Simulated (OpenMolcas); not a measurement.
3d along the 19-electron sequence

```
Program             : OpenMolcas 26.06
Method              : CASSCF
Basis               : ANO-R2
Scalar Hamiltonian  : X2C, finite nucleus
Spin-orbit coupling : RASSI with atomic mean-field integrals over the reference wave functions, term energies averaged over their components
```

Active space for each ion: 1 electron in 5 orbitals (3d).

Computed levels in cm-1 above ²D_3/2:

```csv
Level,Sc2+,Ti3+,V4+,Cr5+,Mn6+,Fe7+
²D_5/2,201,360,588,930,1317,1773
weight of ²D in the lowest level (%),100,100,100,100,100,100
```

Measured, with the error of the calculation in %. Measured levels: Sc2+ from Sugar and Corliss, J. Phys. Chem. Ref. Data 9, 473 (1980); Ti3+ from Corliss and Sugar, J. Phys. Chem. Ref. Data 8, 1 (1979); V4+ from Sugar and Corliss, J. Phys. Chem. Ref. Data 7, 1191 (1978); Cr5+ from Sugar and Corliss, J. Phys. Chem. Ref. Data 6, 317 (1977); Mn6+ from Corliss and Sugar, J. Phys. Chem. Ref. Data 6, 1253 (1977); Fe7+ from Corliss and Sugar, J. Phys. Chem. Ref. Data 11, 135 (1982).

```tsv
Level	Sc2+	Ti3+	V4+	Cr5+	Mn6+	Fe7+
²D_5/2	198 (+1.8)	382 (-5.7)	625 (-5.8)	940 (-1.0)	1350 (-2.5)	1836 (-3.5)
```

The fine-structure level ²D_5/2 changes by a factor of 8.82 from Sc2+ to Fe7+. Its fourth root runs 3.77, 4.36, 4.92, 5.52, 6.02, 6.49, with steps per unit of Z of 0.59, 0.57, 0.60, 0.50, 0.46; equal steps would mean a (Z - σ)^4 law with constant σ.

With one active electron the reference holds no correlation, so core polarisation is missing. Measured partners are found by configuration, term and J. A level has none where our copy of the source lacks it or the pairing is in doubt (some pairs that miss far off the trend of their configuration count as doubtful), and it then counts in no deviation. Levels of configurations outside the active space are missing.
